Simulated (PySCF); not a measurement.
Precursor series Mo OH-NH2. Isolated molecules, 0 K electronic values unless said otherwise. One relaxed conformer stands for each flexible species; it need not be the lowest.

Computed with B3LYP-D3(BJ)/def2-TZVP // TPSS-D3(BJ)/def2-SVP (PySCF 2.14.0). All candidates: neutral, multiplicity 1. B3LYP has the VWN-RPA correlation part, as in Gaussian. 

- HOMO = -6.13 eV
- HOMO–LUMO gap = 3.80 eV
- LUMO = -2.33 eV

### Question
Say which member has these values.
A. [Mo(OH)2(NH2)4]
B. [Mo(OH)4(NH2)2]
C. [Mo(OH)3(NH2)3]
D. [Mo(OH)(NH2)5]

### Answer
D, [Mo(OH)(NH2)5]. The others give [Mo(OH)3(NH2)3]: -7.05 eV, 4.22 eV, -2.83 eV; [Mo(OH)2(NH2)4]: -6.36 eV, 3.83 eV, -2.53 eV; [Mo(OH)4(NH2)2]: -7.29 eV, 4.13 eV, -3.15 eV
